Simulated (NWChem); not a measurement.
System meant: SbH3Te2O; SMILES [OH][Sb]([TeH])[TeH]

NWChem input:

```
start job
memory heap 200 mb stack 900 mb global 1100 mb
geometry units angstroms noautoz
  Sb    -1.135276    -0.103740     0.428658
  O     -1.911747    -0.176832    -1.436632
  H     -1.451837     0.512134    -1.961356
  Te     0.440719     2.217745     0.002782
  H      1.716737     1.285974    -0.564378
  Te     0.829009    -2.087200     0.017453
  H      0.949073    -2.304454     1.681543
end
basis spherical
  Sb library def2-svp
  O library def2-svp
  H library def2-svp
  Te library def2-svp
end
dft
  xc xpbe96 cpbe96
  iterations 150
  mulliken
end
task dft energy
```

End of the output:

```
             Grid Information
             ----------------
          Grid used for XC integration:  medium
          Radial quadrature: Mura-Knowles
          Angular quadrature: Lebedev.
          Tag              B.-S. Rad. Rad. Pts. Rad. Cut. Ang. Pts.
          ---              ---------- --------- --------- ---------
          Sb                  1.45      123          10.0       590
          O                   0.60       49          12.0       434
          H                   0.35       45          13.0       434
          Te                  1.40      123          12.0       590
          Grid pruning is: on
          Number of quadrature shells:   553
          Spatial weights used:  Erf1

          Convergence Information
          -----------------------
          Convergence aids based upon iterative change in
          total energy or number of iterations.
          Levelshifting, if invoked, occurs when the
          HOMO/LUMO gap drops below (HL_TOL):  1.00D-02
          DIIS, if invoked, will attempt to extrapolate
          using up to (NFOCK): 10 stored Fock matrices.

                    Damping( 0%)  Levelshifting(0.5)       DIIS
                  --------------- ------------------- ---------------
          dE  on:    start            ASAP                start
          dE off:    2 iters        150 iters           150 iters

      Screening Tolerance Information
      -------------------------------
          Density screening/tol_rho:  1.00D-10
          AO Gaussian exp screening on grid/accAOfunc:  14
          CD Gaussian exp screening on grid/accCDfunc:  20
          XC Gaussian exp screening on grid/accXCfunc:  20
          Schwarz screening/accCoul:  1.00D-08

      Superposition of Atomic Density Guess
      -------------------------------------

      charge =      51.0 Sb (Antinomy)

      symmetry species            s     p     d     f
      number of basis functions =10     7     6
      number of cont. functions = 4     4     2
      number of closed shells   = 5     3     2
      number of open shells     = 0     1     0
      open shell occupation     = 0     3     0
 ------------------------------------------------------------------------
 atomscf:atomd: error in atom scf                   0
 ------------------------------------------------------------------------
 ------------------------------------------------------------------------
  current input line :
    23: task dft energy
 ------------------------------------------------------------------------
 ------------------------------------------------------------------------
 This error has not yet been assigned to a category
 ------------------------------------------------------------------------
 For more information see the NWChem manual at https://nwchemgit.github.io

0:atomscf:atomd: error in atom scf:Received an Error in Communication
```

Q: Can this run be used? If not, why, and what is the fix?

A: The program stopped with an error. Cause: the def2 basis of a heavy element holds valence functions alone and wants its effective core potential (without it all electrons must fit into that basis). This input runs:
```
start job
memory heap 200 mb stack 900 mb global 1100 mb
geometry units angstroms noautoz
  Sb    -1.135276    -0.103740     0.428658
  O     -1.911747    -0.176832    -1.436632
  H     -1.451837     0.512134    -1.961356
  Te     0.440719     2.217745     0.002782
  H      1.716737     1.285974    -0.564378
  Te     0.829009    -2.087200     0.017453
  H      0.949073    -2.304454     1.681543
end
basis spherical
  * library def2-svp
end
ecp
  Sb library def2-ecp
  Te library def2-ecp
end
dft
  xc xpbe96 cpbe96
  iterations 150
  mulliken
end
task dft energy
```
It converges to -853.20546 Ha (PBE/def2-SVP with def2 effective core potentials on Sb, Te).
